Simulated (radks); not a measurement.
The numbers below are computed, except where a source is named.
All-electron atom: the gallium ion Ga+ in [Ar] 3d9 4p3 (not the ground configuration).

Level of theory: Dirac Kohn-Sham, BLYP, spin-unpolarised, spherical densities, finite nucleus; open shells fill j = l - 1/2 first; Fermi nuclear charge, rms radius 3.9973 fm (a radial shooting solver on a logarithmic mesh with Libxc functionals).

Energy parts (eV):
part                       energy
total                  -52865.750
kinetic                 53920.432
electron-nucleus      -126946.604
Hartree                 22205.181
exchange-correlation    -2044.760

Orbitals (lengths in bohr, moments of r in powers of bohr; r(max) is where P^2 peaks):
| orbital | occ. | eigenvalue (eV) | r(max) |
|---|---|---|---|
| 1s1/2 | 2 | -10252.19 | 0.03178 |
| 2s1/2 | 2 | -1285.316 | 0.1825 |
| 2p1/2 | 2 | -1140.643 | 0.1444 |
| 2p3/2 | 4 | -1112.974 | 0.1473 |
| 3s1/2 | 2 | -169.6236 | 0.5631 |
| 3p1/2 | 2 | -122.7487 | 0.5591 |
| 3p3/2 | 4 | -119.0412 | 0.5673 |
| 3d3/2 | 4 | -40.1580 | 0.5237 |
| 3d5/2 | 5 | -39.6581 | 0.5264 |
| 4p1/2 | 2 | -12.5699 | 2.050 |
| 4p3/2 | 1 | -12.3191 | 2.081 |

The highest occupied level is 4p3/2 at -12.319 eV. The electron density at the nucleus is 2.824e+04 e/bohr^3.
